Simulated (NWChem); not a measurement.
# TiN2H3Cl; SMILES [Ti]([NH2])(=[NH])[Cl]

```xyz
7

Ti    -0.0741     0.3517     0.0059
N     -1.4993     1.1856    -0.0047
H     -2.4628     1.5194    -0.0137
Cl     0.0907    -1.9064    -0.0020
N      1.3469     1.5691    -0.0042
H      2.3272     1.2860    -0.0046
H      1.2918     2.5837    -0.0141
```
Atoms are numbered in this order, from 1.

Program: NWChem. All runs use the structure optimised with PBE0/def2-SVP. Level B3LYP/def2-SVP: energy and gradient on several grids; changes count from the extra-fine grid, which is no exact limit either.

**Question.** Which is the coarsest grid (coarse; xfine; fine; xcoarse; medium) from which on the energy stays within 500 μHa and each gradient component within 500 μHa/bohr of xfine?

**Answer.** coarse.
| grid | size of the energy change (μHa) | largest change of a gradient component (μHa/bohr) |
|---|---|---|
| xcoarse | 1000 | 7000 |
| coarse | 60 | 300 |
| medium | < 10 | < 30 |
| fine | < 10 | < 30 |
| xfine | < 10 | < 30 |
